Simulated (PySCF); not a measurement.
**`C=CC1=[O+][GaH2-][S]C=C1`, C5H7GaOS**

Molfile (atoms numbered from 1):
```
C5H7GaOS
     RDKit          3D

 15 15  0  0  0  0  0  0  0  0999 V2000
   -2.3169    1.3294   -0.4645 C   0  0  0  0  0  0  0  0  0  0  0  0
   -1.8239    0.0939   -0.4266 C   0  0  0  0  0  0  0  0  0  0  0  0
   -0.4218   -0.1791   -0.1108 C   0  0  0  0  0  0  0  0  0  0  0  0
    0.3566    0.8066    0.1374 O   0  0  0  0  0  0  0  0  0  0  0  0
    2.1251    1.1780    0.5774 Ga  0  0  0  0  0  4  0  0  0  0  0  0
    2.7088   -1.1252    0.5594 S   0  0  0  0  0  0  0  0  0  0  0  0
    1.2857   -1.9554    0.1753 C   0  0  0  0  0  0  0  0  0  0  0  0
    0.0106   -1.5159   -0.0953 C   0  0  0  0  0  0  0  0  0  0  0  0
   -3.3486    1.5272   -0.6974 H   0  0  0  0  0  0  0  0  0  0  0  0
   -1.6837    2.1787   -0.2604 H   0  0  0  0  0  0  0  0  0  0  0  0
   -2.4443   -0.7672   -0.6289 H   0  0  0  0  0  0  0  0  0  0  0  0
    2.1048    1.7781    2.0009 H   0  0  0  0  0  0  0  0  0  0  0  0
    2.7237    1.9561   -0.6159 H   0  0  0  0  0  0  0  0  0  0  0  0
    1.4498   -3.0267    0.1454 H   0  0  0  0  0  0  0  0  0  0  0  0
   -0.7304   -2.2705   -0.3178 H   0  0  0  0  0  0  0  0  0  0  0  0
  1  2  2  0
  2  3  1  0
  3  4  2  0
  4  5  1  0
  5  6  1  0
  6  7  1  0
  7  8  2  0
  8  3  1  0
  1  9  1  0
  1 10  1  0
  2 11  1  0
  5 12  1  0
  5 13  1  0
  7 14  1  0
  8 15  1  0
M  CHG  2   4   1   5  -1
M  END
```

Computed with GIAO HF/pcSseg-1 magnetisability, rotational g tensor and spin-rotation constants, non-relativistic, gas phase (PySCF). Geometry: GFN2-xTB.

The calculation is non-relativistic, which matters for the atoms heavier than Zn.

(1) How diamagnetic is it, and how anisotropic?

(2) Split it along the inertial axes a, b, c into diamagnetic and paramagnetic parts about the centre of mass, with the quadrupole moment.

(3) And the rotational g tensor?

Results:

(1) Isotropic -1370 × 10⁻³⁰ J/T², or -82.5 × 10⁻⁶ cm³/mol; principal values -1601, -1309, -1201 × 10⁻³⁰ J/T², anisotropy 358 × 10⁻³⁰ J/T² (root of half the summed squared differences of the principal values). The susceptibility is in cgs units.

(2) 
| axis | χ (10⁻⁶ cm³/mol) | diamagnetic (10⁻⁶ cm³/mol) | paramagnetic (10⁻⁶ cm³/mol) | summed x² of all electrons (Å²) | quadrupole Θ (D Å) |
| --- | --- | --- | --- | --- | --- |
| a | -78.8 | -740.7 | 661.9 | 295.4 | +10.88 |
| b | -72.4 | -1333.8 | 1261.4 | 155.6 | +2.81 |
| c | -96.4 | -1913.0 | 1816.6 | 19.0 | -13.69 |

Anisotropies 2χaa − χbb − χcc = +11.2 and 2χbb − χaa − χcc = +30.4 × 10⁻⁶ cm³/mol. Θ is traceless in Buckingham's convention.

(3) 
| axis | rotational constant (GHz) | g | nuclear part | electronic part |
| --- | --- | --- | --- | --- |
| a | 1.8857 | -0.0374 | 0.5490 | -0.5864 |
| b | 0.9558 | -0.0197 | 0.5467 | -0.5664 |
| c | 0.6402 | -0.0030 | 0.5433 | -0.5464 |

Asymmetric top; isotopes 12C, 69Ga, 1H, 16O, 32S; no vibrational averaging.
